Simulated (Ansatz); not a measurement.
Reaction (formal exchange of groups at the Se–P bond): `OP(O)[SeH]` + `BC=C` → `C=CB[SeH]` + `OPO`

Calculated with Ansatz (gas phase, PBE0-D4/def2-TZVP geometries, no zero-point term in ΔE). CCSD(T)/CBS adds triple-zeta CCSD(T) − MP2 to the extrapolated MP2 energy (def2 sets, frozen cores). DFT in def2-TZVPP. B3LYP here is the variant with VWN-RPA as its local correlation; programs differ in this. HSE06 is defined as in plane-wave codes. For Se outer-core shells are correlated without core-valence functions, which leaves a few kJ/mol of doubt a bond. Scalar relativity is left out up to krypton. One conformer a species, not always the lowest.

`OP(O)[SeH]`:

Cartesian coordinates in Å:
```
O 0.170 -0.933 -1.144
P -0.660 -0.521 0.195
O -1.117 0.909 -0.432
Se 1.042 0.055 1.641
H 0.705 -1.718 -0.989
H -1.837 1.288 0.081
H 1.697 0.922 0.649
```

`BC=C`:

```xyz
8

B     0.907   -0.377    0.828
C    -0.051    0.549    0.066
C    -0.876    0.055   -0.866
H     0.900   -1.548    0.572
H     1.655    0.035    1.666
H    -0.087    1.619    0.260
H    -0.879   -1.006   -1.096
H    -1.570    0.674   -1.430
```

`C=CB[SeH]`:

```xyz
9

C    -0.272   -0.921    1.318
C     0.312   -0.264    0.311
B    -0.519    0.556   -0.683
Se    0.221    1.534   -2.155
H    -1.349   -0.889    1.455
H     0.290   -1.509    2.038
H     1.395   -0.329    0.220
H    -1.708    0.631   -0.590
H     1.631    1.192   -1.914
```

`OPO`:

Z-matrix (Å, degrees):
```
P
O 1 1.632
O 1 1.647 2 104.0
H 1 1.428 2 98.9 3 94.9
H 2 0.963 1 114.2 3 -52.9
H 3 0.961 1 110.6 2 -99.7
```

```
             level  ΔE (kJ/mol)  difference from CCSD(T)/CBS
       LDA (SPW92)        -65.5                          0.2
            PBE-D4        -59.5                          6.2
         revPBE-D4        -56.8                          8.9
           BLYP-D4        -53.2                         12.5
         r2SCAN-D4        -58.9                          6.8
            B97M-V        -62.1                          3.6
          B3LYP-D4        -57.0                          8.7
        r2SCAN0-D4        -61.6                          4.1
          HSE06-D4        -62.3                          3.4
          BHLYP-D4        -59.8                          5.9
      CAM-B3LYP-D4        -62.6                          3.1
           ωB97X-V        -64.1                          1.6
           ωB97M-V        -60.9                          4.8
            B2PLYP        -63.6                          2.1
          PBE-QIDH        -68.4                         -2.7
               PBE        -61.1                          4.6
            revPBE        -60.1                          5.6
              BLYP        -56.6                          9.1
            r2SCAN        -59.0                          6.7
              PBE0        -63.6                          2.1
             B3LYP        -59.6                          6.1
           r2SCANh        -60.1                          5.6
           r2SCAN0        -61.8                          3.9
             BHLYP        -62.6                          3.1
         CAM-B3LYP        -63.8                          1.9
           LC-ωPBE        -70.3                         -4.6
       HF/def2-SVP        -75.9                        -10.2
      MP2/def2-SVP        -82.0                        -16.3
     CCSD/def2-SVP        -83.5                        -17.8
  CCSD(T)/def2-SVP        -83.6                        -17.9
     HF/def2-TZVPP        -63.5                          2.2
    MP2/def2-TZVPP        -71.4                         -5.7
SCS-MP2/def2-TZVPP        -70.1                         -4.4
   CCSD/def2-TZVPP        -72.9                         -7.2
CCSD(T)/def2-TZVPP        -72.4                         -6.7
     HF/def2-QZVPP        -62.2                          3.5
    MP2/def2-QZVPP        -67.1                         -1.4
      HF/CBS(def2)        -62.0                          3.7
     MP2/CBS(def2)        -64.7                          1.0
    CCSD/CBS(def2)        -66.2                         -0.5
       CCSD(T)/CBS        -65.7                            0
```

Largest T1 diagnostic among the species: 0.013.

From BLYP to BHLYP (50 % exact exchange), in def2-TZVPP and without D4, ΔE moves by −6.0 kJ/mol. Leaving LDA and LC-ωPBE aside and taking each functional with its dispersion term where it has one, the values spread over 15.2 kJ/mol, from PBE-QIDH to BLYP-D4. LDA lies −4.5 kJ/mol from PBE without D4.
